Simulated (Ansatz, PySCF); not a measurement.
CH4O (SMILES CO) and H2 (SMILES [H][H]) are pulled apart as rigid monomers along the line of their centres of mass, from the B3LYP-D3(BJ)/def2-TZVP minimum. Starting geometry (charge 0, multiplicity 1):
```tsv
atom	x (Å)	y (Å)	z (Å)
C	0.6856	0.3495	-0.3547
O	-0.6614	0.2028	0.0765
H	1.3729	-0.2815	0.2193
H	0.9563	1.3913	-0.1904
H	0.8022	0.1252	-1.4204
H	-0.9365	-0.7074	-0.0722
H	-0.2150	-0.2073	2.5453
H	0.0545	-0.4468	3.1986
```

Interaction energies with rigid monomers; basis-set methods are counterpoise corrected unless marked otherwise.

Rows in 3-21G carry no dispersion term and start afresh at each structure.

The values were computed with Ansatz (Gaussian basis) for Hartree–Fock, density functionals and correlated methods; PySCF for 3-21G rows, the dispersion terms. Each number belongs to the level named beside it.

| O2···H7 (Å) | HF/aug-cc-pVTZ (kJ/mol) | B3LYP/3-21G (no counterpoise) (kJ/mol) | B3LYP-D3(BJ)/def2-TZVPPD (kJ/mol) | B3LYP-D4/def2-TZVPPD (kJ/mol) | wB97X-V/def2-TZVPPD (kJ/mol) |
|---|---|---|---|---|---|
| 2.29 | 4.0 | -16.8 | -1.9 | -1.6 | -1.6 |
| 2.54 | 0.6 | -13.6 | -3.2 | -3.0 | -3.2 |
| 2.92 | -0.9 | -7.0 | -2.6 | -2.6 | ? |
| 3.54 | -0.8 | -1.1 | -1.2 | ? | -1.4 |
| 4.55 | -0.3 | -0.2 | -0.4 | -0.5 | -0.4 |

Question: Fill in the missing entries.

Answer: 
- 2.92, wB97X-V/def2-TZVPPD (kJ/mol): -2.9
- 3.54, B3LYP-D4/def2-TZVPPD (kJ/mol): -1.3

Ansatz is a first-principles code.
